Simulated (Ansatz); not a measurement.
Worked example: vertical ionisation energy of Si2H4OF2 (SMILES O[SiH](F)[SiH2]F)

Si2H4OF2: 9 atoms, total charge 0, spin state singlet. SMILES: `O[SiH](F)[SiH2]F`. The shape is that of a PBE0-D4/def2-TZVP optimisation. This is one conformer, not always the lowest.

```jsonl
{"atom": "O", "x (Å)": "0.8443", "y (Å)": "1.7667", "z (Å)": "-0.4850"}
{"atom": "Si", "x (Å)": "0.9694", "y (Å)": "0.1378", "z (Å)": "-0.4531"}
{"atom": "F", "x (Å)": "0.9867", "y (Å)": "-0.4597", "z (Å)": "-1.9385"}
{"atom": "Si", "x (Å)": "-0.8940", "y (Å)": "-0.7724", "z (Å)": "0.6683"}
{"atom": "F", "x (Å)": "-2.1339", "y (Å)": "0.2026", "z (Å)": "0.3338"}
{"atom": "H", "x (Å)": "-0.0142", "y (Å)": "2.1549", "z (Å)": "-0.6651"}
{"atom": "H", "x (Å)": "2.2846", "y (Å)": "-0.1639", "z (Å)": "0.1538"}
{"atom": "H", "x (Å)": "-1.2530", "y (Å)": "-2.1439", "z (Å)": "0.2266"}
{"atom": "H", "x (Å)": "-0.7015", "y (Å)": "-0.7683", "z (Å)": "2.1423"}
```

Both states at this one shape; open shells run unrestricted unless said. 1 Eh = 27.2114 eV.

```tsv
level	program	singlet Si2H4OF2 (Eh)	doublet [Si2H4OF2]+ (Eh)
B3LYP/def2-SVP	Ansatz	-856.084051	-855.705642
BHLYP/def2-SVP	Ansatz	-855.937860	-855.546443
r2SCAN0/def2-SVP	Ansatz	-855.827573	-855.442139
MP2/def2-SVP, 13 core orbitals frozen	Ansatz	-854.428150	-854.044976
```

Problem. Work out the vertical ionisation energy at each level.

Solution. 
1. B3LYP/def2-SVP: -855.705642 − (-856.084051) = 0.378409 Eh = 10.30 eV.
2. BHLYP/def2-SVP: -855.546443 − (-855.937860) = 0.391417 Eh = 10.65 eV.
3. r2SCAN0/def2-SVP: -855.442139 − (-855.827573) = 0.385434 Eh = 10.49 eV.
4. MP2/def2-SVP: -854.044976 − (-854.428150) = 0.383174 Eh = 10.43 eV.

No measured value is set beside it here; the levels span 10.30 to 10.65 eV.
